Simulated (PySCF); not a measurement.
Correlation energy of P²⁺ (phosphorus, charge +2)

[Ne] 3s2 3p1, 2P determinant. All numbers are calculated (PySCF 2.14, scalar relativity by spin-free X2C-1e, in cc-pVTZ-DK (5s4p2d1f, 34 functions)). Frozen: [Ne]; 3 electrons correlated.

MP2 pair energies summed by pair of shells (mhartree):

| pair | energy | share (%) |
| --- | --- | --- |
| 3s-3s | -25.15 | 54.7 |
| 3s-3p | -20.84 | 45.3 |

Total MP2 correlation energy: -45.98 mhartree.

Same-spin part -2.94 and opposite-spin part -43.05 mhartree; SCS-MP2 scales them by 1/3 and 6/5 to -52.64 mhartree.

```json
{"level": "CCSD", "correlation energy (mhartree)": "-64.54"}
{"level": "(T)", "correlation energy (mhartree)": "-1.02"}
{"level": "CCSD(T)", "correlation energy (mhartree)": "-65.56"}
```

Diagnostics: T1 = 0.012, D1 = 0.0261, largest double amplitude 0.107.

Cost of the coupled-cluster step: 0.2 s of wall time on 1 thread of Neoverse-V2 (shared host), for 3 correlated electrons.
